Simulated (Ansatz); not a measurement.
**Correcting a cheap level on molecular compounds of Au**

The vertical ionisation energy (cation less neutral) in eV of 6 molecular compounds of Au: x at PBE-D4/def2-TZVPP, y at CCSD(T)/def2-TZVPP. Shapes, held fixed at every level: PBE0-D4/def2-TZVP. Flexible molecules stand in one conformer, not always the lowest. Programs: Ansatz 0.2.0.

```
                                       molecule  x (eV)  y (eV)
                                    Au(NH3)(SH)    7.74    7.76
AuSi2NH8O (SMILES [OH2+][Au-][N]([SiH3])[SiH3])    7.79    8.14
                                    Au(OH)(OH2)    8.77       ?
                         AuSH (SMILES [SH][Au])    9.00    8.93
                         AuOH (SMILES [OH][Au])    9.91    9.84
                               AuBr (bromogold)    9.94    9.92
```

Task: Fit y = c + s·x to the known rows and predict y for Au(OH)(OH2).

Result: 
1. Means of the 5 rows: x = 8.8760, y = 8.918.
2. Σ(Δx)² = 4.6865, Σ(Δx·Δy) = 4.1814, so the slope is 4.1814/4.6865 = 0.89222.
3. Intercept: 8.918 − (0.89222) × 8.8760 = 0.999. The largest residual of the fit is 0.19.
4. Au(OH)(OH2): 0.999 + 0.89222 × 8.77 = 8.82 eV.

CCSD(T)/def2-TZVPP gives 8.87 eV, so the prediction is off by -0.05 eV, within the largest residual. Uncorrected, PBE-D4/def2-TZVPP misses Au(OH)(OH2) by -0.10 eV, and the other rows by 0.11 on average. The line removes about 50 % of this miss, partly by chance. Left out in turn, the other rows are missed by 0.17 eV on average, worse than no correction. Cations run unrestricted. For atoms past krypton def2 sets carry core potentials with scalar relativity. Relativity is left out for Br. Outer-core shells of Au, Br are correlated, in sets that cover them unevenly.
